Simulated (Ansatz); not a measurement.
Calculated with Ansatz (gas phase, PBE0-D4/def2-TZVP geometries, no zero-point term in ΔE). CCSD(T)/CBS adds triple-zeta CCSD(T) − MP2 to the extrapolated MP2 energy (def2 sets, frozen cores). This one scheme is used for every species. DFT in def2-TZVPP. Triplets are unrestricted, without spin–orbit coupling. Each species was taken in one conformer, which may not be the lowest.

Reaction (formal loss of a carbene): `CC(F)[SiH2]N` → `[CH2]` (triplet) + `N[SiH2]CF`

Q: Is it downhill or uphill in electronic energy at CCSD(T)/CBS, and by how much? (Estimate.)

A: Computed: Uphill: ΔE = +4.65 eV.

Q: What do these levels give: r2SCAN-D4, ωB97M-V, B2PLYP, PBE, r2SCAN, PBE0, HF/def2-TZVPP, MP2/def2-TZVPP, CCSD(T)/def2-TZVPP, HF/def2-QZVPP, MP2/def2-QZVPP, CCSD/CBS(def2)? (An estimate is asked.)

A: Computed: r2SCAN-D4 4.42, ωB97M-V 4.67, B2PLYP 4.53, PBE 4.63, r2SCAN 4.40, PBE0 4.55, HF/def2-TZVPP 3.09, MP2/def2-TZVPP 4.65, CCSD(T)/def2-TZVPP 4.52, HF/def2-QZVPP 3.09, MP2/def2-QZVPP 4.73, CCSD/CBS(def2) 4.53 eV.

Largest T1 diagnostic among the species: 0.011.

The D4 term adds +0.12 eV with B3LYP and +0.06 eV with PBE0; it sums over pairs of atoms, weighted by their polarisabilities, and B3LYP, whose exchange is more repulsive, gets the larger term. From PBE to PBE0 (25 % exact exchange), in def2-TZVPP and without D4, ΔE moves by −0.08 eV. In def2-TZVPP, CCSD(T) changes the Hartree–Fock value by +1.43 eV (the triples alone add +0.12 eV) and MP2 by +1.56 eV.

B3LYP here is the variant with VWN-RPA as its local correlation; programs differ in this.
